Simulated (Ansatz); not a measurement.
C4H8Si can be A, `C=CC(=C)[SiH3]`, or B, `C=C=C[SiH2]C`.

Calculated with Ansatz (gas phase, PBE0-D4/def2-TZVP geometries, no zero-point term in ΔE). CCSD(T)/CBS adds triple-zeta CCSD(T) − MP2 to the extrapolated MP2 energy (def2 sets, frozen cores). DFT in def2-TZVPP. B3LYP here is the variant with VWN-RPA as its local correlation; programs differ in this. Each species was taken in one conformer, which may not be the lowest.

Task: Which is lower in electronic energy at CCSD(T)/CBS, and by how much? (Best estimate.)

Result: Computed: B, by 0.1 kcal/mol. So small a gap doesn't settle the order.

Task: Give E(B) − E(A) in kcal/mol with CCSD(T)/def2-TZVPP, CCSD/def2-TZVPP, PBE0-D4, ωB97M-V, B3LYP-D4, B3LYP, MP2/def2-TZVPP. (Estimate.)

Result: Ansatz gave: CCSD(T)/def2-TZVPP 0.2, CCSD/def2-TZVPP -0.3, PBE0-D4 -2.3, ωB97M-V -2.7, B3LYP-D4 -1.5, B3LYP -2.5, MP2/def2-TZVPP -0.4. The order is the other way round with CCSD(T)/def2-TZVPP.

Largest T1 diagnostic: 0.012.

The D4 term adds +1.0 kcal/mol with B3LYP and +0.5 kcal/mol with PBE0; it sums over pairs of atoms, weighted by their polarisabilities, and B3LYP, whose exchange is more repulsive, gets the larger term.
